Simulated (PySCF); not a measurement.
Coordinates in bohr (charge -1 multiplicity 1):
```
Br    0.0000    0.0000    0.0000
Se    4.4927    0.0000    0.0000
Se   -2.2464    3.8908    0.0000
Se   -2.2463   -3.8908    0.0000
```

Computed with PBE0/[Br def2-SVPD, Se def2-SVPD], no relativity, density fitting, PySCF.

This geometry of [BrSe3]- is a stationary point at this level.

Q: What is the point group?

A: D3h.

Q: Is it a minimum?

A: No: it has 1 imaginary mode, at 212i cm⁻¹ (a2'').

Q: List the harmonic modes with their infrared intensities.

A: 
```
symmetry  ω (cm⁻¹)  IR (km/mol, summed over degenerate members)
    a2''      212i                                            –
      e'        76                                          0.1
     a1'       176                                          0.0
      e'       248                                         21.3
```

In D3h the vibrations span a2'' + 2e' + a1'. The a1' mode carries no infrared intensity, as symmetry demands.

Only a few start shapes were tried, so a lower isomer may exist. At this level a singlet minimum of C3v symmetry lies 57 kJ/mol below this structure. The small gap makes a closed-shell description doubtful.
